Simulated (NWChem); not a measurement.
# BiCl₂F; SMILES [Cl][Bi]([F])[Cl]

```xyz
4

Bi    -0.3249     0.2680     0.0000
F     -1.4341    -1.4589     0.0000
Cl     1.1728    -0.2679    -1.9015
Cl     1.1728    -0.2679     1.9015
```
Atoms are numbered in this order, from 1.

All runs use the structure optimised with PBE-D3(BJ)/def2-SVP. def2 effective core potentials on Bi; no spin-orbit coupling.

Symmetry labels are those of Cs in the frame above (b1 and b2, or b-type labels, depend on it).

**Question.** List the 4 lowest vertical singlet excitations from LDA (Slater exchange, VWN5)/def2-SVP with def2 effective core potentials on Bi, TDA (NWChem).

**Answer.** 
| state | energy (eV) | oscillator strength | symmetry | leading excitation (squared amplitude) |
|---|---|---|---|---|
| S1 | 4.63 | 0.000 | a" | HOMO → LUMO (0.43) |
| S2 | 4.71 | 0.008 | a' | HOMO−1 → LUMO (0.91) |
| S3 | 4.75 | 0.001 | a" | HOMO−2 → LUMO (0.46) |
| S4 | 4.80 | 0.001 | a" | HOMO−2 → LUMO+1 (0.38) |
